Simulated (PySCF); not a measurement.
**How methods differ on the ionisation energy of B⁺**

B⁺ [He] 2s2 (1S) → B²⁺ [He] 2s1 (2S), as a difference of total energies. All numbers are calculated (PySCF 2.14, the spin-free X2C one-electron Hamiltonian (Gaussian nucleus), in x2c-TZVPall). Correlated levels: valence: 1s2 frozen. The calculations carry no spin-orbit coupling.

| method | ionisation energy (eV) |
| --- | --- |
| UHF | 23.447 |
| r2SCAN | 24.260 |
| PBE | 24.606 |
| MP2 (valence) | 24.412 |
| SCS-MP2 (valence) | 24.604 |
| CCSD (valence) | 25.065 |

How much does correlation contribute at MP2 (valence)?

24.412 − (23.447) = 0.965 eV, measured against UHF.

Errors of the correlated levels include the incompleteness of this basis and the frozen core.

With two correlated electrons CCSD is exact in that space.

The coupled-cluster amplitudes are large for B⁺ (T1 above 0.03 or a double amplitude above 0.15), so a single reference is strained.

For comparison: 25.155 eV (measured; NIST Atomic Spectra Database, ionization energies).
